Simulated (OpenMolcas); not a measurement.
**Mn2+: Racah parameters, worked from levels**

* Program: OpenMolcas 26.06
* Basis: ANO-RCC-VQZP [7s6p4d3f2g1h]
* Scalar Hamiltonian: DKH2, point nucleus
* Active space: 5 electrons in 5 orbitals (3d)
* State averaging: 2S+1 = 6 even, 1 root; 2S+1 = 4 even, 24 roots; 2S+1 = 2 even, 75 roots
* Spin-orbit coupling: state interaction with AMFI integrals over the reference wave functions, term energies averaged over their components

Methods: CASSCF; MS-CASPT2, IPEA 0.25 Eh, imaginary shift 0.1 Eh (closed shells correlated: 3s 3p).

**Racah parameters.** Above 6S, d5 has 4D at 17B + 5C, 4G at 10B + 5C and 4P at 7B + 7C. The first two fix B and C, and the third tests them; where it misses by thousands of cm-1, two parameters do not describe the configuration (Trees and configuration-interaction terms are left out) and B and C hang on the terms chosen. Term energies are centres of gravity, weighted by 2J + 1.

| Source | 4D | 4G | B | C | C/B | 4P from B, C | 4P found |
| --- | --- | --- | --- | --- | --- | --- | --- |
| CASSCF | 40061 | 32204 | 1122 | 4196 | 3.74 | 37226 | 37046 |
| MS-CASPT2 | 32955 | 27288 | 810 | 3838 | 4.74 | 32536 | 30011 |

Energies in cm-1. From CASSCF to MS-CASPT2, B changes by -27.8 % and C by -8.5 %.

CASPT2 breaks the degeneracy within a term, and the mean is taken; among the terms shown or strongly mixed into the levels shown the widest spread is 250 cm-1 (3d5 4G, MS-CASPT2). Without dynamic correlation excited terms often stand tens of per cent too high (terms of higher spin than the ground term too low), and those without a measured partner can miss by more than the paired ones (holds for CASSCF). Blocks of more than 70 roots (2S+1 = 2 even) ran without multistate coupling (holds for MS-CASPT2). Levels of configurations outside the active space are missing.
